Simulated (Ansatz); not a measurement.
Cartesian coordinates in Å:
```
C -1.032 0.513 -0.552
In 0.461 0.136 0.938
S 2.141 -1.485 0.386
H -0.841 1.481 -1.021
H -1.008 -0.260 -1.320
H -2.024 0.543 -0.099
H 0.670 0.822 2.497
H 1.634 -1.750 -0.829
```

Charge 0, multiplicity 1. In takes the def2 core potential.

Question: List the CAM-B3LYP/def2-TZVPP orbital energies in eV (Ansatz 0.2.0). (Best estimate.)

Answer: Ansatz gave: Occupied: -2419.26, -278.70, -217.29, -161.86, -161.77, -161.69, -129.32, -86.06, -85.79, -85.71, -23.17, -23.05, -22.87, -22.83, -22.80, -21.05, -20.56, -13.35, -12.92, -12.88, -11.93, -9.56, -8.99, -8.53. Lowest empty: -0.53, 0.51, 1.03, 1.91, 2.10, 2.44, 3.13, 3.85.
